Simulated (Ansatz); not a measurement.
`[OH][SbH][SiH3]` + `[SiH3]S` → `[SiH3][S][SbH][SiH3]` + H₂O at 600 K and 1 bar (ligand exchange at the Sb–O bond).

Computed with Ansatz on PBE0-D4/def2-TZVP structures; ΔE is electronic, products minus reactants. CCSD(T)/CBS adds triple-zeta CCSD(T) − MP2 to the extrapolated MP2 energy (def2 sets, frozen cores). This one scheme is used for every species. def2 core potentials past Kr. For Sb outer-core shells are correlated without core-valence functions, which leaves a few kJ/mol of doubt a bond. One conformer a species, not always the lowest.

| species | CCSD(T)/CBS energy (Eh) | H − E (kJ/mol) | S (J/(mol·K)) |
| --- | --- | --- | --- |
| `[OH][SbH][SiH3]` | -607.27229 | 171.5 | 420.9 |
| `[SiH3]S` | -689.27336 | 126.3 | 326.2 |
| `[SiH3][S][SbH][SiH3]` | -1220.19310 | 229.3 | 527.3 |
| H₂O | -76.37941 | 76.8 | 212.8 |

H − E and S are ideal-gas, rigid-rotor, harmonic terms from PBE0-D4/def2-TZVP, for one conformer and one mirror image of each species. 1 Eh = 2625.50 kJ/mol, R = 8.31446 J/(mol·K).

Q: By hand: ΔE, ΔH, ΔS and ΔG.

A: ΔE = (-1220.19310) + (-76.37941) − (-607.27229) − (-689.27336) = -0.02686 Eh = -70.5 kJ/mol. Δ(H − E) = 229.3 + 76.8 − 171.5 − 126.3 = 8.3, so ΔH = -62.2 kJ/mol. ΔS = 527.3 + 212.8 − 420.9 − 326.2 = -7.0 J/(mol·K). ΔG = -62.2 − 600 × (-7.0)/1000 = -58.0 kJ/mol.

Q: By hand: the equilibrium constant, and the temperature at which ΔG would vanish if ΔH and ΔS stayed fixed.

A: log₁₀ K = −ΔG/(RT ln 10) = 5.0. ΔG = 0 at ΔH/ΔS = 8886 K, far beyond where these terms or the molecules hold.

The number of gas molecules stays the same, so ΔS is small and ΔH decides. A doubt of 5 kJ/mol in ΔE shifts log₁₀ K by 0.4 here. Other conformers and mirror images would add mixing entropy, several J/(mol·K) or more a flexible species. Modes under 60 cm⁻¹, often nearly free rotors, make the harmonic entropy too high. These are equilibria of isolated gas molecules and say nothing of rates. Largest T1 diagnostic: 0.014 (customary marks: 0.02 for closed shells, 0.045 for open ones).
